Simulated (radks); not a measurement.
Q: Neutral europium, [Xe] 4f7 6s2. Calculated with a radial shooting solver on a logarithmic mesh with Libxc functionals: non-relativistic Kohn-Sham, PBE, spin-polarised, spherical densities, point nucleus. Every spin shell is full or empty, so the densities are truly spherical. Functionals are evaluated on that one density, not self-consistently. Rank these orbital-free kinetic functionals by their error against the exact value of the orbitals, and give that value: Thomas-Fermi, von Weizsacker, TF + vW, TF + vW/9, TF + vW/5, LC94, APBEK, revAPBEK, Perdew 92, Thakkar, Pearson, PG1, DePristo-Kress, Ernzerhof.

A: Exact: 10423.3 hartree. From best to worst, with 100 (|E| - |E exact|)/|E exact| (equal figures are ties): LC94 -0.01, APBEK +0.03, revAPBEK +0.19, DePristo-Kress -0.20, Ernzerhof -0.50, Thakkar -0.73, Perdew 92 -0.73, TF + vW/9 -0.74, Pearson -0.93, TF + vW/5 +2.68, Thomas-Fermi -5.02, PG1 +13.66, TF + vW +33.48, von Weizsacker -61.51.
